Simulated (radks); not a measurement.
Initial-state core-level shifts of the ytterbium ion Yb3+ when its valence configuration changes from [Xe] 4f13. Method: non-relativistic Kohn-Sham, LDA (Slater exchange, Perdew-Wang correlation), spin-unpolarised, spherical densities, point nucleus; relativity is left out, which matters for an element this heavy; computed with a radial shooting solver on a logarithmic mesh with Libxc functionals. Shifts are changes of the shell-averaged eigenvalues in eV (positive: less bound); the change of the density at the nucleus, which sets a Mossbauer isomer shift, is in e/bohr^3, on a base of 2.446e+05.

valence            2s       3s       4p       5s  density at nucleus
4f12 6p1      -14.647  -15.577  -14.450   -8.645              +14.45
4f12 5d1       -9.590  -10.625   -9.497   -4.037              +11.79
4f10 6s2 6p1  -45.761  -48.932  -44.230  -24.347              +95.30
4f10 5d1 6p2  -41.964  -45.296  -40.670  -21.350              +45.42
4f11 6s1 6p1  -29.592  -31.587  -28.899  -16.438              +51.56
4f11 5d1 6p1  -25.207  -27.331  -24.679  -12.680              +27.71
4f10 6s1 6p2  -46.667  -49.842  -45.139  -25.200              +72.44
4f12 6s1      -13.659  -14.590  -13.458   -7.693              +32.72
4f12.5 6p0.5   -7.163   -7.610   -7.098   -4.316               +6.96
